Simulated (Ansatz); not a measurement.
## Molecular dynamics of CH4F2O2Si

Input file:

```yaml
crystal:
  periodic: [false, false, false]
  atoms:
    - { symbol: Si, position_ang: [-0.128342, -0.409887, 0.800413] }
    - { symbol: O, position_ang: [0.823013, 1.128197, 0.432353] }
    - { symbol: O, position_ang: [-0.26048, -1.665714, -0.347502] }
    - { symbol: C, position_ang: [-0.458849, -0.30612, -1.21125] }
    - { symbol: H, position_ang: [0.408659, 1.034556, -0.580603] }
    - { symbol: F, position_ang: [0.891254, -0.882634, 2.049453] }
    - { symbol: F, position_ang: [-1.511743, 0.08445, 1.60508] }
    - { symbol: H, position_ang: [1.50372, 1.683, 0.858213] }
    - { symbol: H, position_ang: [-1.494628, -0.266042, -1.548887] }
    - { symbol: H, position_ang: [0.227496, -0.399807, -2.057169] }
magnetization:
  spin_polarized: true
basis:
  gaussian: { orbitals: "6-31G" }
hamiltonian:
  xc: r2scan
md:
  timestep: 0.5
  n_steps: 200
  ensemble: nve
  temperature: 300.0
  initial_velocities: maxwell_boltzmann
  seed: 12117
```

Launched with:

```bash
$ ansatz run input.yaml --threads 2 --pin off --max-ram 3072MiB --backend cpu --events-out ev --progress --plain --runs-dir out
```

It starts at the highest image of a converged band. Of that band: Neighbouring images differ by up to 1.8 eV, so the band resolves the path poorly. A vibrational analysis at the climbing image gives one clearly imaginary mode, 965i cm⁻¹: a first-order saddle point.

Output, in part (one step line in 3, the closing report, with atoms numbered from 0):

```
md step     0: t =     0.00 fs  T =   300.0 K  F+E_penalty+E_count = -18498.90826000 eV  E_kin = 0.310224 eV  conserved = -18498.59803600 eV  (32 SCF iters)
md step     3: t =     1.50 fs  T =   262.1 K  F+E_penalty+E_count = -18498.86831237 eV  E_kin = 0.270982 eV  conserved = -18498.59733047 eV  (32 SCF iters)
md step     6: t =     3.00 fs  T =   215.4 K  F+E_penalty+E_count = -18498.81989849 eV  E_kin = 0.222758 eV  conserved = -18498.59714060 eV  (32 SCF iters)
md step     9: t =     4.50 fs  T =   186.4 K  F+E_penalty+E_count = -18498.79031802 eV  E_kin = 0.192755 eV  conserved = -18498.59756340 eV  (30 SCF iters)
md step    12: t =     6.00 fs  T =   134.4 K  F+E_penalty+E_count = -18498.73632026 eV  E_kin = 0.138995 eV  conserved = -18498.59732489 eV  (32 SCF iters)
md step    15: t =     7.50 fs  T =    86.7 K  F+E_penalty+E_count = -18498.68659818 eV  E_kin = 0.089638 eV  conserved = -18498.59696012 eV  (32 SCF iters)
md step    18: t =     9.00 fs  T =    83.1 K  F+E_penalty+E_count = -18498.68318829 eV  E_kin = 0.085888 eV  conserved = -18498.59730013 eV  (33 SCF iters)
md step    21: t =    10.50 fs  T =    91.8 K  F+E_penalty+E_count = -18498.69229072 eV  E_kin = 0.094959 eV  conserved = -18498.59733180 eV  (33 SCF iters)
md step    24: t =    12.00 fs  T =   106.9 K  F+E_penalty+E_count = -18498.70766634 eV  E_kin = 0.110514 eV  conserved = -18498.59715273 eV  (34 SCF iters)
md step    27: t =    13.50 fs  T =   141.7 K  F+E_penalty+E_count = -18498.74396166 eV  E_kin = 0.146528 eV  conserved = -18498.59743375 eV  (33 SCF iters)
md step    30: t =    15.00 fs  T =   168.2 K  F+E_penalty+E_count = -18498.77130777 eV  E_kin = 0.173891 eV  conserved = -18498.59741666 eV  (33 SCF iters)
md step    33: t =    16.50 fs  T =   182.7 K  F+E_penalty+E_count = -18498.78634428 eV  E_kin = 0.188959 eV  conserved = -18498.59738576 eV  (33 SCF iters)
md step    36: t =    18.00 fs  T =   190.3 K  F+E_penalty+E_count = -18498.79421759 eV  E_kin = 0.196780 eV  conserved = -18498.59743782 eV  (32 SCF iters)
md step    39: t =    19.50 fs  T =   185.1 K  F+E_penalty+E_count = -18498.78891893 eV  E_kin = 0.191410 eV  conserved = -18498.59750917 eV  (31 SCF iters)
md step    42: t =    21.00 fs  T =   163.5 K  F+E_penalty+E_count = -18498.76646170 eV  E_kin = 0.169053 eV  conserved = -18498.59740837 eV  (32 SCF iters)
md step    45: t =    22.50 fs  T =   133.9 K  F+E_penalty+E_count = -18498.73584987 eV  E_kin = 0.138484 eV  conserved = -18498.59736628 eV  (31 SCF iters)
md step    48: t =    24.00 fs  T =   109.6 K  F+E_penalty+E_count = -18498.71034368 eV  E_kin = 0.113373 eV  conserved = -18498.59697069 eV  (31 SCF iters)
md step    51: t =    25.50 fs  T =   129.6 K  F+E_penalty+E_count = -18498.73118092 eV  E_kin = 0.134003 eV  conserved = -18498.59717766 eV  (32 SCF iters)
md step    54: t =    27.00 fs  T =   172.4 K  F+E_penalty+E_count = -18498.77581413 eV  E_kin = 0.178318 eV  conserved = -18498.59749644 eV  (31 SCF iters)
md step    57: t =    28.50 fs  T =   209.6 K  F+E_penalty+E_count = -18498.81372313 eV  E_kin = 0.216721 eV  conserved = -18498.59700198 eV  (31 SCF iters)
md step    60: t =    30.00 fs  T =   291.0 K  F+E_penalty+E_count = -18498.89811020 eV  E_kin = 0.300913 eV  conserved = -18498.59719750 eV  (31 SCF iters)
md step    63: t =    31.50 fs  T =   390.1 K  F+E_penalty+E_count = -18499.00140842 eV  E_kin = 0.403396 eV  conserved = -18498.59801234 eV  (31 SCF iters)
md step    66: t =    33.00 fs  T =   428.0 K  F+E_penalty+E_count = -18499.03980900 eV  E_kin = 0.442544 eV  conserved = -18498.59726453 eV  (31 SCF iters)
md step    69: t =    34.50 fs  T =   472.1 K  F+E_penalty+E_count = -18499.08536528 eV  E_kin = 0.488166 eV  conserved = -18498.59719977 eV  (31 SCF iters)
md step    72: t =    36.00 fs  T =   534.4 K  F+E_penalty+E_count = -18499.15044386 eV  E_kin = 0.552626 eV  conserved = -18498.59781752 eV  (31 SCF iters)
md step    75: t =    37.50 fs  T =   553.9 K  F+E_penalty+E_count = -18499.17025205 eV  E_kin = 0.572807 eV  conserved = -18498.59744510 eV  (30 SCF iters)
md step    78: t =    39.00 fs  T =   569.2 K  F+E_penalty+E_count = -18499.18569758 eV  E_kin = 0.588581 eV  conserved = -18498.59711652 eV  (30 SCF iters)
md step    81: t =    40.50 fs  T =   607.0 K  F+E_penalty+E_count = -18499.22555145 eV  E_kin = 0.627650 eV  conserved = -18498.59790144 eV  (30 SCF iters)
md step    84: t =    42.00 fs  T =   599.4 K  F+E_penalty+E_count = -18499.21721184 eV  E_kin = 0.619792 eV  conserved = -18498.59742012 eV  (30 SCF iters)
md step    87: t =    43.50 fs  T =   589.1 K  F+E_penalty+E_count = -18499.20644101 eV  E_kin = 0.609190 eV  conserved = -18498.59725151 eV  (31 SCF iters)
md step    90: t =    45.00 fs  T =   600.7 K  F+E_penalty+E_count = -18499.21880203 eV  E_kin = 0.621210 eV  conserved = -18498.59759164 eV  (31 SCF iters)
md step    93: t =    46.50 fs  T =   599.6 K  F+E_penalty+E_count = -18499.21743093 eV  E_kin = 0.620008 eV  conserved = -18498.59742298 eV  (30 SCF iters)
md step    96: t =    48.00 fs  T =   596.7 K  F+E_penalty+E_count = -18499.21449499 eV  E_kin = 0.616996 eV  conserved = -18498.59749867 eV  (30 SCF iters)
md step    99: t =    49.50 fs  T =   583.1 K  F+E_penalty+E_count = -18499.20058668 eV  E_kin = 0.602978 eV  conserved = -18498.59760900 eV  (30 SCF iters)
md step   102: t =    51.00 fs  T =   555.6 K  F+E_penalty+E_count = -18499.17173053 eV  E_kin = 0.574555 eV  conserved = -18498.59717554 eV  (31 SCF iters)
md step   105: t =    52.50 fs  T =   549.3 K  F+E_penalty+E_count = -18499.16566386 eV  E_kin = 0.568038 eV  conserved = -18498.59762567 eV  (31 SCF iters)
md step   108: t =    54.00 fs  T =   529.6 K  F+E_penalty+E_count = -18499.14495314 eV  E_kin = 0.547631 eV  conserved = -18498.59732247 eV  (31 SCF iters)
md step   111: t =    55.50 fs  T =   526.7 K  F+E_penalty+E_count = -18499.14156364 eV  E_kin = 0.544665 eV  conserved = -18498.59689838 eV  (31 SCF iters)
md step   114: t =    57.00 fs  T =   581.7 K  F+E_penalty+E_count = -18499.19917979 eV  E_kin = 0.601567 eV  conserved = -18498.59761272 eV  (30 SCF iters)
md step   117: t =    58.50 fs  T =   617.4 K  F+E_penalty+E_count = -18499.23630354 eV  E_kin = 0.638478 eV  conserved = -18498.59782599 eV  (31 SCF iters)
md step   120: t =    60.00 fs  T =   619.7 K  F+E_penalty+E_count = -18499.23779850 eV  E_kin = 0.640861 eV  conserved = -18498.59693718 eV  (31 SCF iters)
md step   123: t =    61.50 fs  T =   664.7 K  F+E_penalty+E_count = -18499.28524268 eV  E_kin = 0.687357 eV  conserved = -18498.59788537 eV  (31 SCF iters)
md step   126: t =    63.00 fs  T =   665.4 K  F+E_penalty+E_count = -18499.28590961 eV  E_kin = 0.688092 eV  conserved = -18498.59781806 eV  (30 SCF iters)
md step   129: t =    64.50 fs  T =   621.4 K  F+E_penalty+E_count = -18499.23957157 eV  E_kin = 0.642609 eV  conserved = -18498.59696284 eV  (32 SCF iters)
md step   132: t =    66.00 fs  T =   616.9 K  F+E_penalty+E_count = -18499.23558730 eV  E_kin = 0.637969 eV  conserved = -18498.59761785 eV  (31 SCF iters)
md step   135: t =    67.50 fs  T =   589.7 K  F+E_penalty+E_count = -18499.20755850 eV  E_kin = 0.609747 eV  conserved = -18498.59781175 eV  (33 SCF iters)
md step   138: t =    69.00 fs  T =   524.2 K  F+E_penalty+E_count = -18499.13909540 eV  E_kin = 0.542044 eV  conserved = -18498.59705148 eV  (32 SCF iters)
md step   141: t =    70.50 fs  T =   489.9 K  F+E_penalty+E_count = -18499.10424703 eV  E_kin = 0.506626 eV  conserved = -18498.59762083 eV  (31 SCF iters)
md step   144: t =    72.00 fs  T =   439.4 K  F+E_penalty+E_count = -18499.05187456 eV  E_kin = 0.454348 eV  conserved = -18498.59752666 eV  (33 SCF iters)
md step   147: t =    73.50 fs  T =   376.5 K  F+E_penalty+E_count = -18498.98641559 eV  E_kin = 0.389303 eV  conserved = -18498.59711290 eV  (33 SCF iters)
md step   150: t =    75.00 fs  T =   342.2 K  F+E_penalty+E_count = -18498.95128080 eV  E_kin = 0.353844 eV  conserved = -18498.59743702 eV  (33 SCF iters)
md step   153: t =    76.50 fs  T =   310.3 K  F+E_penalty+E_count = -18498.91815767 eV  E_kin = 0.320860 eV  conserved = -18498.59729788 eV  (31 SCF iters)
md step   156: t =    78.00 fs  T =   297.6 K  F+E_penalty+E_count = -18498.90496578 eV  E_kin = 0.307780 eV  conserved = -18498.59718603 eV  (31 SCF iters)
md step   159: t =    79.50 fs  T =   309.2 K  F+E_penalty+E_count = -18498.91741958 eV  E_kin = 0.319714 eV  conserved = -18498.59770539 eV  (32 SCF iters)
md step   162: t =    81.00 fs  T =   299.8 K  F+E_penalty+E_count = -18498.90709049 eV  E_kin = 0.309980 eV  conserved = -18498.59711074 eV  (33 SCF iters)
md step   165: t =    82.50 fs  T =   318.6 K  F+E_penalty+E_count = -18498.92677161 eV  E_kin = 0.329429 eV  conserved = -18498.59734213 eV  (31 SCF iters)
md step   168: t =    84.00 fs  T =   339.7 K  F+E_penalty+E_count = -18498.94919224 eV  E_kin = 0.351256 eV  conserved = -18498.59793649 eV  (31 SCF iters)
md step   171: t =    85.50 fs  T =   311.4 K  F+E_penalty+E_count = -18498.91907205 eV  E_kin = 0.322028 eV  conserved = -18498.59704397 eV  (35 SCF iters)
md step   174: t =    87.00 fs  T =   322.5 K  F+E_penalty+E_count = -18498.93080697 eV  E_kin = 0.333484 eV  conserved = -18498.59732333 eV  (33 SCF iters)
md step   177: t =    88.50 fs  T =   345.9 K  F+E_penalty+E_count = -18498.95573756 eV  E_kin = 0.357688 eV  conserved = -18498.59804953 eV  (32 SCF iters)
md step   180: t =    90.00 fs  T =   309.7 K  F+E_penalty+E_count = -18498.91726248 eV  E_kin = 0.320211 eV  conserved = -18498.59705177 eV  (33 SCF iters)
md step   183: t =    91.50 fs  T =   310.8 K  F+E_penalty+E_count = -18498.91849503 eV  E_kin = 0.321371 eV  conserved = -18498.59712424 eV  (33 SCF iters)
md step   186: t =    93.00 fs  T =   342.5 K  F+E_penalty+E_count = -18498.95215164 eV  E_kin = 0.354164 eV  conserved = -18498.59798720 eV  (33 SCF iters)
md step   189: t =    94.50 fs  T =   325.9 K  F+E_penalty+E_count = -18498.93406232 eV  E_kin = 0.337008 eV  conserved = -18498.59705399 eV  (33 SCF iters)
md step   192: t =    96.00 fs  T =   344.6 K  F+E_penalty+E_count = -18498.95356444 eV  E_kin = 0.356350 eV  conserved = -18498.59721437 eV  (32 SCF iters)
md step   195: t =    97.50 fs  T =   391.6 K  F+E_penalty+E_count = -18499.00268377 eV  E_kin = 0.404992 eV  conserved = -18498.59769188 eV  (32 SCF iters)
md step   198: t =    99.00 fs  T =   413.5 K  F+E_penalty+E_count = -18499.02481498 eV  E_kin = 0.427566 eV  conserved = -18498.59724929 eV  (31 SCF iters)
md step   200: t =   100.00 fs  T =   434.4 K  F+E_penalty+E_count = -18499.04648167 eV  E_kin = 0.449234 eV  conserved = -18498.59724782 eV  (33 SCF iters)
Total energy: -18499.04649274 eV, -679.8274195040 hartree
Atom 0 at    -0.222486    -0.331041     0.568918 Å, force    -0.446771    -1.052062     1.609411 eV/Å
Atom 1 at     1.080554     1.371625     0.873262 Å, force     0.473446     1.378121    -0.484084 eV/Å
Atom 2 at    -0.356196    -1.937181    -0.268582 Å, force     0.111523     0.894878     0.522159 eV/Å
Atom 3 at    -0.630655    -0.705678    -1.163154 Å, force     1.030400     0.563291    -1.395489 eV/Å
Atom 4 at     1.341357     2.333096     0.766143 Å, force    -0.787970    -1.167918    -0.208701 eV/Å
Atom 5 at     0.933732    -0.697295     1.789264 Å, force     0.259376    -0.368007    -0.224621 eV/Å
Atom 6 at    -1.489831     0.058644     1.628675 Å, force     0.144435     0.129463    -0.384692 eV/Å
Atom 7 at     1.686888     0.904519     1.476972 Å, force     0.086225    -0.147438     0.348999 eV/Å
Atom 8 at    -1.638307    -0.678817    -1.549211 Å, force    -0.351679     0.136047    -0.105316 eV/Å
Atom 9 at     0.143454    -0.504689    -1.936997 Å, force    -0.518985    -0.366375     0.322334 eV/Å
Dipole moment:     0.677941     1.285987    -0.354168 e Å
```

All steps were run. The conserved energy stayed within 0.13 meV per atom of its start (net change 0.079 meV per atom), so the integration is sound. The kinetic energy rose, since the run started high on the potential surface and went downhill. A run of 0.1 ps of so small a system gives no equilibrium averages. The orbitals were unrestricted but ended closed-shell. Limits of this set-up: no polarisation functions.

Between its relaxed ends the band would form Si1–C4, O2–H5 and break C4–H5. These pairs go: Si1–C4 2.04 → 1.82 Å, O2–H5 1.10 → 1.00 Å, C4–H5 1.72 → 4.10 Å. In the last frame they stand as after the step (other bonds may differ from the relaxed reactants and products). It ends as one piece, CH4F2O2Si. Pairs count as bonded within 1.25 times the sum of covalent radii (0.12 Å more for H–H).

Last frame:

```xyz
10
Properties=species:S:1:pos:R:3
Si -0.223 -0.331 0.569
O 1.081 1.372 0.873
O -0.356 -1.937 -0.269
C -0.631 -0.706 -1.163
H 1.341 2.333 0.766
F 0.934 -0.697 1.789
F -1.490 0.059 1.629
H 1.687 0.904 1.477
H -1.638 -0.679 -1.549
H 0.143 -0.505 -1.937
```

The run took 9 min on 2 threads of Intel(R) Xeon(R) Platinum 8488C (Sapphire Rapids), on a shared host, peak memory 0.24 GiB.
